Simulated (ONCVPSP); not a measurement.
**Pseudopotential generation for gallium: ONCV, PW91, scalar-relativistic.**

Ga, optimised norm-conserving Vanderbilt (ONCV), made with ONCVPSP 4.0.1 (PW91, scalar-relativistic). Core [Ar] 3d10, reference 4s1.75 4p1.25. Waves: 4s: rc 1.85 bohr, ncon 3, nbas 7, qcut 4.3 1/bohr, 1 projector; 4p: rc 2.80 bohr, ncon 3, nbas 7, qcut 2.9 1/bohr, 2 projectors, debl 1.3 Ha; d scattering state at 0.46 Ha: rc 3.05 bohr, ncon 4, nbas 7, qcut 3.6 1/bohr, 2 projectors, debl 3.8 Ha. Local part: polynomial inside 1.45 bohr (lpopt 5, dvloc0 1 Ha). Core correction: none.

Calculated quality:

| Property | Result |
| --- | --- |
| Cutoffs needed | 7.1 Ha and 9.5 Ha (the cutoffs (Ha) at which the residual kinetic energy of the hardest occupied pseudo-wave falls to 1 and 0.1 mHa per electron) |
| Ghost test | no bound ghost flagged; no localised positive-energy state flagged |
| Largest excitation error | +32 meV (all-electron minus pseudo) for 4s1 4p0, out of 4 test configurations |

Generation and tests took about 4.8 s on one core of a shared server CPU.
